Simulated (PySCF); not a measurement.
Isomers C₆H₆F₂:

A. SMILES F[C@H]1CC=C(F)C=C1
B. `C=C(F)/C=C/C=C/F`
C. SMILES C=C/C(F)=C(/F)C=C
D. `InChI=1S/C6H6F2/c1-2-3-4-5-6(7)8/h2-5H,1H2/b4-3-`
E. SMILES FC1=CCC=C[C@@H]1F
F. SMILES C=C(F)/C=C/C=C\F

Spectrum 1. ¹³C{¹H} NMR (computed): δ 170.7 (C, d, J = 321.5 Hz), 164.8 (CH, d, J = 354.4 Hz), 131.1 (CH, t, J = 3.3 Hz), 129.3 (CH, d, J = 23.2 Hz), 119.1 (CH, d, J = 17.2 Hz), 99.1 (CH2, d, J = 24.4 Hz).

Spectrum 2. ¹³C{¹H} NMR (computed): δ 152.6 (C, m), 129.9 (CH, m), 122.9 (CH2).

Spectrum 3. ¹³C{¹H} NMR (computed): δ 164.6 (C, dd, J = 332.1, 15.8 Hz), 138.3 (CH, d, J = 6.5 Hz), 132.5 (CH, dd, J = 17.8, 8.2 Hz), 110.5 (CH, dd, J = 16.5, 5.1 Hz), 80.4 (CH, dd, J = 226.9, 26.2 Hz), 30.3 (CH2, d, J = 3.4 Hz).

Spectrum 4. ¹³C{¹H} NMR (computed): δ 164.6 (C, d, J = 320.2 Hz), 135.2 (CH, dd, J = 36.5, 10.7 Hz), 132.7 (CH, dd, J = 12.4, 3.5 Hz), 107.5 (CH, dd, J = 18.9, 8.7 Hz), 80.3 (CH, d, J = 233.0 Hz), 32.0 (CH2, dd, J = 24.9, 3.8 Hz).

Spectrum 5. ¹³C{¹H} NMR (computed): δ 166.6 (C, dd, J = 377.9, 373.3 Hz), 139.0 (CH), 135.2 (CH), 126.1 (CH, dd, J = 7.0, 2.9 Hz), 126.0 (CH2), 83.2 (CH, dd, J = 32.1, 19.4 Hz).

Spectrum 6. ¹³C{¹H} NMR (computed): δ 171.1 (C, d, J = 322.8 Hz), 159.4 (CH, d, J = 357.7 Hz), 129.0 (CH, d, J = 3.5 Hz), 128.6 (CH, d, J = 23.6 Hz), 117.0 (CH, d, J = 2.2 Hz), 100.0 (CH2, d, J = 24.5 Hz).

- PBE0-D3(BJ)/def2-SVP structure
- PBE0/pcSseg-1 with gauge-including orbitals
- B3LYP/pcJ-1 coupling constants (spin–dipole term left out of most H,H and C,H couplings)
- run in PySCF 2.14.0 with density-fitted response routines
- in vacuum, relativity neglected, one averaged value for each set of equivalent atoms, one computed conformer

δ = σ(ref) − σ, references computed at the same level: TMS for ¹³C. One-bond C–F couplings are unscaled and too large by tens of Hz. Shifts are as computed. Against solution values, carbons near 30 ppm lie about +2 ppm off and those near 130 ppm about +5 ppm. Of 1211 compounds with measured shifts, 218 miss one by over three times the rms of a fit or turn the order of signals round; such compounds aren't used in these exercises.

Problem. Match each spectrum to its structure.

Solution. 1–B, 2–C, 3–E, 4–A, 5–D, 6–F.

- Spectrum 1 (B): 6 ¹³C signals; δC 164.8 is an alkene CH; δC 131.1 is an alkene CH.
- Spectrum 2 (C): 3 ¹³C signals; δC 152.6 is a fully substituted alkene carbon; δC 129.9 is an alkene CH.
- Spectrum 3 (E): 6 ¹³C signals; δC 164.6 is a fully substituted alkene carbon; δC 138.3 is an alkene CH.
- Spectrum 4 (A): 6 ¹³C signals; δC 164.6 is a fully substituted alkene carbon; δC 135.2 is an alkene CH.
- Spectrum 5 (D): 6 ¹³C signals; δC 139.0 is an alkene CH; δC 135.2 is an alkene CH.
- Spectrum 6 (F): 6 ¹³C signals; δC 159.4 is an alkene CH; δC 129.0 is an alkene CH.
